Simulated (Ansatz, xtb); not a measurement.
# Ligand exchange: CHClF2 + HOI → CH2F2O + ICl

Species: CHClF2 (difluorochloromethane) `FC(F)Cl`, singlet; HOI (hypoiodous acid) `OI`, singlet; CH2F2O `OC(F)F`, singlet; ICl (iodine monochloride), singlet. The partners trade Cl for OH: C–Cl and I–OH bonds give way to C–OH and I–Cl.

Shapes, held fixed at every level: PBE0-D4/def2-TZVP. Flexible molecules stand in one conformer, not always the lowest. Programs: Ansatz 0.2.0, xtb 6.7.1. The zero-point and thermal change to 298 K, harmonic and unscaled (PBE0-D4/def2-TZVP), is +5.3 kJ/mol.

Estimate ΔH(298 K) of this reaction.

The highest level, CCSD(T)/def2-TZVPP, gives ΔH(298 K) = -108.8 kJ/mol; the levels span -139.9 to -108.8. The column of differences is taken from that level and isn't an error. No measured value is set beside it here. For atoms past krypton def2 sets carry core potentials with scalar relativity. Outer-core shells of I are correlated, in sets that cover them unevenly.

```tsv
level	kind	ΔH(298 K) (kJ/mol)	less CCSD(T)/def2-TZVPP
GFN0-xTB	semi-empirical	-139.9	-31.1
B3LYP-D4/def2-TZVPP	global hybrid	-110.2	-1.4
BHLYP-D4/def2-TZVPP	global hybrid	-123.6	-14.8
PBE0-D4/def2-TZVPP	global hybrid	-114.1	-5.3
wB97X-V/def2-TZVPP	range-separated hybrid	-110.5	-1.7
MP2/def2-SVP	perturbation theory	-125.8	-17.0
CCSD/def2-SVP	coupled cluster or CI	-132.8	-24.0
CCSD/def2-TZVPP	coupled cluster or CI	-113.7	-4.9
CCSD(T)/def2-TZVPP	coupled cluster or CI	-108.8	0.0
```
